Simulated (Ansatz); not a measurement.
Calculation: Ansatz (a quantum-chemistry and plane-wave program) with B3LYP-D3(BJ)/def2-TZVP. No frequencies were computed at this level.

Ansatz 0.2 input:
```yaml
crystal:
  periodic: [false, false, false]
  atoms:
    - { symbol: Ge, position_ang: [-1.307607, -0.072464, 0.026879] }
    - { symbol: Sn, position_ang: [1.234305, 0.068588, -0.025445] }
    - { symbol: H, position_ang: [-1.793942, -1.367127, 0.592362] }
    - { symbol: H, position_ang: [-1.911848, 0.048309, -1.334241] }
    - { symbol: H, position_ang: [-1.919274, 1.007641, 0.858477] }
    - { symbol: H, position_ang: [1.928762, 0.148062, 1.485773] }
    - { symbol: H, position_ang: [1.958353, -1.235377, -0.765538] }
    - { symbol: H, position_ang: [1.811253, 1.402366, -0.838267] }
basis:
  gaussian: { orbitals: def2-tzvp }
hamiltonian:
  xc: b3lyp
  dispersion: d3bj
relax:
  max_steps: 150
```

Output:

```
Functional definition: B3LYP
1085 factors; their error is unknown
mean field evaluation 1: about -62449.3631 eV, gradient 2.2e1 eV
mean field evaluation 2: about -62449.8397 eV, gradient 1.9e1 eV
mean field evaluation 4: about -62450.1609 eV, gradient 6.1e-1 eV
mean field evaluation 8: about -62450.4344 eV, gradient 1.6e-1 eV
mean field -62450.43447056 eV, -2295.0111363684 hartree, gradient 3.6e-5 eV, S^2 0.000000; 0 other end points of the search recorded, 0 dependent functions left out
reference -62450.43477402 eV, -2295.0111475202 hartree; 30, 30 occupied and 104, 104 virtual orbitals, 1085 factors
relax step   1: F+E_penalty+E_count = -62450.70194719 eV  Δ(F+E_penalty+E_count) = +0.000e0 eV  max|allowed force component| = 8.287e-1 eV/Å  Δτ_max = 0.0000 Å  (24 SCF iters, accepted)
these checks for a lower state are left out or cut short: starts, cluster_reference, orbital_swaps, neighbouring_geometries, increment
1085 factors; their error is unknown
mean field evaluation 16: about -62450.2144 eV, gradient 8.2e0 eV
mean field -62450.55510863 eV, -2295.0155697356 hartree, gradient 9.9e-6 eV, S^2 0.000000; 0 other end points of the search recorded, 0 dependent functions left out
reference -62450.55541435 eV, -2295.0155809706 hartree; 30, 30 occupied and 104, 104 virtual orbitals, 1085 factors
relax step   2: F+E_penalty+E_count = -62450.81774249 eV  Δ(F+E_penalty+E_count) = -1.158e-1 eV  max|allowed force component| = 5.172e-1 eV/Å  Δτ_max = 0.1367 Å  (27 SCF iters, accepted)
these checks for a lower state are left out or cut short: starts, cluster_reference, orbital_swaps, neighbouring_geometries, increment
1085 factors; their error is unknown
mean field -62450.59253629 eV, -2295.0169451768 hartree, gradient 6.2e-6 eV, S^2 0.000000; 0 other end points of the search recorded, 0 dependent functions left out
reference -62450.59284235 eV, -2295.0169564241 hartree; 30, 30 occupied and 104, 104 virtual orbitals, 1085 factors
relax step   3: F+E_penalty+E_count = -62450.85623427 eV  Δ(F+E_penalty+E_count) = -3.849e-2 eV  max|allowed force component| = 9.726e-2 eV/Å  Δτ_max = 0.0632 Å  (28 SCF iters, accepted)
these checks for a lower state are left out or cut short: starts, cluster_reference, orbital_swaps, neighbouring_geometries, increment
1085 factors; their error is unknown
mean field evaluation 32: about -62450.5932 eV, gradient 1.5e-1 eV
mean field -62450.59325621 eV, -2295.0169716331 hartree, gradient 5.5e-6 eV, S^2 0.000000; 0 other end points of the search recorded, 0 dependent functions left out
reference -62450.59356220 eV, -2295.0169828782 hartree; 30, 30 occupied and 104, 104 virtual orbitals, 1085 factors
relax step   4: F+E_penalty+E_count = -62450.85675264 eV  Δ(F+E_penalty+E_count) = -5.184e-4 eV  max|allowed force component| = 1.190e-2 eV/Å  Δτ_max = 0.0066 Å  (29 SCF iters, accepted)
these checks for a lower state are left out or cut short: starts, cluster_reference, orbital_swaps, neighbouring_geometries, increment
1085 factors; their error is unknown
mean field -62450.59349345 eV, -2295.0169803516 hartree, gradient 5.5e-6 eV, S^2 0.000000; 0 other end points of the search recorded, 0 dependent functions left out
reference -62450.59379931 eV, -2295.0169915916 hartree; 30, 30 occupied and 104, 104 virtual orbitals, 1085 factors
relax step   5: F+E_penalty+E_count = -62450.85701084 eV  Δ(F+E_penalty+E_count) = -2.582e-4 eV  max|allowed force component| = 2.044e-3 eV/Å  Δτ_max = 0.0200 Å  (28 SCF iters, accepted)
these checks for a lower state are left out or cut short: starts, cluster_reference, orbital_swaps, neighbouring_geometries, increment
1085 factors; their error is unknown
mean field -62450.59354551 eV, -2295.0169822647 hartree, gradient 6.4e-6 eV, S^2 0.000000; 0 other end points of the search recorded, 0 dependent functions left out
reference -62450.59385103 eV, -2295.0169934924 hartree; 30, 30 occupied and 104, 104 virtual orbitals, 1085 factors
relax step   6: F+E_penalty+E_count = -62450.85710120 eV  Δ(F+E_penalty+E_count) = -9.036e-5 eV  max|allowed force component| = 5.180e-2 eV/Å  Δτ_max = 0.0847 Å  (26 SCF iters, accepted)
these checks for a lower state are left out or cut short: starts, cluster_reference, orbital_swaps, neighbouring_geometries, increment
1085 factors; their error is unknown
mean field -62450.59371272 eV, -2295.0169884095 hartree, gradient 5.5e-6 eV, S^2 0.000000; 0 other end points of the search recorded, 0 dependent functions left out
reference -62450.59401824 eV, -2295.0169996373 hartree; 30, 30 occupied and 104, 104 virtual orbitals, 1085 factors
relax step   7: F+E_penalty+E_count = -62450.85707077 eV  Δ(F+E_penalty+E_count) = +3.043e-5 eV  max|allowed force component| = 4.670e-2 eV/Å  Δτ_max = 0.0204 Å  (29 SCF iters, rejected (line search))
these checks for a lower state are left out or cut short: starts, cluster_reference, orbital_swaps, neighbouring_geometries, increment
1085 factors; their error is unknown
mean field evaluation 64: about -62450.5939 eV, gradient 5.6e-6 eV
mean field -62450.59393394 eV, -2295.0169965393 hartree, gradient 5.6e-6 eV, S^2 0.000000; 0 other end points of the search recorded, 0 dependent functions left out
reference -62450.59423940 eV, -2295.0170077649 hartree; 30, 30 occupied and 104, 104 virtual orbitals, 1085 factors
relax step   8: F+E_penalty+E_count = -62450.85748519 eV  Δ(F+E_penalty+E_count) = -3.840e-4 eV  max|allowed force component| = 1.204e-3 eV/Å  Δτ_max = 0.0069 Å  (30 SCF iters, accepted)
1085 factors; their error is unknown
mean field -62450.59393394 eV, -2295.0169965393 hartree, gradient 5.8e-6 eV, S^2 0.000000; 1 other end points of the search recorded, 0 dependent functions left out
reference -62450.59423940 eV, -2295.0170077649 hartree; 30, 30 occupied and 104, 104 virtual orbitals, 1085 factors
Total energy: -62450.85779066 eV, -2295.0266930948 hartree
Atom 0 at    -1.327822    -0.073397     0.027762 Å, force     0.000209     0.000207    -0.000606 eV/Å
Atom 1 at     1.281019     0.071004    -0.026578 Å, force     0.000292    -0.000487     0.000708 eV/Å
Atom 2 at    -1.782085    -1.373970     0.714179 Å, force     0.000006    -0.000368     0.000160 eV/Å
Atom 3 at    -1.898238    -0.053340    -1.401643 Å, force    -0.001204    -0.000063    -0.000443 eV/Å
Atom 4 at    -1.918460     1.117484     0.803621 Å, force     0.000017     0.000396     0.000046 eV/Å
Atom 5 at     1.918060     0.051726     1.562905 Å, force     0.000546     0.000086     0.000123 eV/Å
Atom 6 at     1.939081    -1.255342    -0.887089 Å, force     0.000219     0.000087    -0.000049 eV/Å
Atom 7 at     1.788447     1.515833    -0.793159 Å, force    -0.000085     0.000142     0.000060 eV/Å
Dipole moment:    -0.028539    -0.001470     0.000654 e Å
```

Cost: around 40 core-seconds (rough).
